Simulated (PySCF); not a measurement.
(SiH3)3P, H9PSi3.
Z-matrix (Å and degrees, PBE0-D3(BJ)/def2-SVP geometry), rows numbered from 1:
```
Si
P   1  2.2590
Si  2  2.2580  1   97.63
Si  2  2.2593  1   97.57  3    98.69
H   1  1.4932  2  108.06  3    71.83
H   1  1.4969  2  112.99  3   -48.93
H   1  1.4934  2  108.03  3  -169.65
H   3  1.4933  2  108.00  1   -71.63
H   3  1.4932  2  108.04  1   169.87
H   3  1.4969  2  113.08  1    49.11
H   4  1.4930  2  108.04  1  -170.21
H   4  1.4935  2  108.05  1    71.24
H   4  1.4970  2  113.04  1   -49.43
```

All values: CAM-B3LYP/def2-SVPD (PySCF, non-relativistic), on one gas-phase PBE0-D3(BJ)/def2-SVP geometry that isn't relaxed in the solvent. The solvent is an IEF-PCM continuum (Bondi radii, 1.10 Å for H, scaled by 1.2). Specific hydrogen bonds and non-electrostatic terms are outside this model.

Gas phase at CAM-B3LYP/def2-SVPD: HOMO -8.53 eV, LUMO 0.73 eV, dipole 0.54 D.

Question: What does the continuum do to the energy, the frontier levels and the dipole at CAM-B3LYP/def2-SVPD in chloroform and acetone?

Answer: 
```
   solvent      ε  E(solvent) − E(gas) (kcal/mol)  polarisation term (kcal/mol)  distortion of the solute (kcal/mol)  HOMO (eV)  LUMO (eV)  dipole (D)
chloroform  4.711                           -0.49                         -0.54                                 0.05      -8.47       0.84        0.75
   acetone  20.49                           -0.66                         -0.77                                 0.11      -8.48       0.86        0.85
```

Polarisation term: ½ Σ q·V over the induced surface charges. Distortion: the rise of the solute's own energy as its density leaves the gas-phase optimum. From chloroform to acetone the lowering changes by a factor 1.36, Onsager's factor (ε − 1)/(2ε + 1) by 1.30 and ε itself by 4.3.

Question: How does the static polarisability (CAM-B3LYP/def2-SVPD, frozen core, with the continuum's full static response) change?

Answer: 
```
    medium  isotropic (au)  principal values (au)  ⟨r²⟩ of the electrons (bohr²)
       gas           115.1     97.9, 123.7, 123.7                         1019.9
chloroform           148.8    130.5, 157.9, 158.0                         1019.8
   acetone           163.9    147.5, 172.0, 172.1                         1019.8
```

The isotropic value in acetone is 1.42 times the gas-phase one; no cavity-field correction is applied. ⟨r²⟩ is taken about the centre of nuclear charge.
